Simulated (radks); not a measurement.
Coulomb parameter of the 4d shell of neutral silver in the model configuration [Kr] 4d8 5s1 5p2, as a second difference U = [E(n + 0.5) + E(n - 0.5) - 2 E(n)] / (0.5)^2 with all orbitals relaxed. "Bare": the charge of the atom changes with n. "Screened": the 5p shell takes up the change at fixed total charge, which measures U(4d,4d) + U(5p,5p) - 2 U(4d,5p). All-electron calculation, scalar-relativistic Kohn-Sham, PBE, spin-unpolarised, spherical densities, finite nucleus; Fermi nuclear charge, rms radius 4.5454 fm. Program: a radial shooting solver on a logarithmic mesh with Libxc functionals.

case,configuration,E - E(n) (eV)
start,[Kr] 4d8 5s1 5p2,0.000
bare +0.5,[Kr] 4d8.5 5s1 5p2,-7.379
bare -0.5,[Kr] 4d7.5 5s1 5p2,10.128
screened +0.5,[Kr] 4d8.5 5s1 5p1.5,-6.623
screened -0.5,[Kr] 4d7.5 5s1 5p2.5,7.567

U(bare) = 10.996 eV, U(screened by 5p) = 3.775 eV, against the Slater integral F0(4d,4d) = 19.249 eV with frozen orbitals. The step up makes a negative ion, whose loosely bound charge lowers the bare value.
